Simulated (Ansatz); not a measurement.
One change: `CC[NH][AlH2]` becomes `CCNCF`.

Ansatz, PBE0-D4/def2-TZVP geometries, multiplicity 1. Each molecule was computed in one conformer, which needn't be the lowest.

| property | `CC[NH][AlH2]` |
| --- | --- |
| HOMO energy (B3LYP/def2-TZVPP) / eV | -6.68 |
| ideal-gas entropy at 298 K and 1 bar (rigid rotor, harmonic PBE0-D4/def2-TZVP) / J/(mol·K) | 324 |
| LUMO energy (PBE/def2-TZVPP) / eV | -1.42 |
| LUMO energy (B3LYP/def2-TZVPP) / eV | -0.88 |
| size of the dipole moment (PBE/def2-TZVPP) / D | 1.38 |
| size of the dipole moment (B3LYP/def2-TZVPP) / D | 1.25 |

(1) Give the same properties after the change, and the shifts. (Best estimate.)

## Answers

(1) The calculation gave: 
```json
{"property": "HOMO energy (B3LYP/def2-TZVPP) / eV", "`CCNCF`": "-7.00", "shift": "-0.32"}
{"property": "ideal-gas entropy at 298 K and 1 bar (rigid rotor, harmonic PBE0-D4/def2-TZVP) / J/(mol·K)", "`CCNCF`": "325", "shift": "1"}
{"property": "LUMO energy (PBE/def2-TZVPP) / eV", "`CCNCF`": "0.33", "shift": "1.75"}
{"property": "LUMO energy (B3LYP/def2-TZVPP) / eV", "`CCNCF`": "0.80", "shift": "1.68"}
{"property": "size of the dipole moment (PBE/def2-TZVPP) / D", "`CCNCF`": "1.41", "shift": "0.03"}
{"property": "size of the dipole moment (B3LYP/def2-TZVPP) / D", "`CCNCF`": "1.45", "shift": "0.20"}
```

With PBE0 the HOMO falls by 0.32 eV and the LUMO rises by 1.84 eV, so the gap widens by about 2.16 eV. PBE moves the HOMO by -0.11 eV and ωB97M-V by -0.37 eV. The zero-point energy changes by 48.6 kJ/mol with +3 modes. Dipoles are sizes alone; their direction can turn. Modes under 60 cm⁻¹, often nearly free rotors, make the harmonic entropy too high.

B3LYP here is the variant with VWN-RPA as its local correlation; programs differ in this.
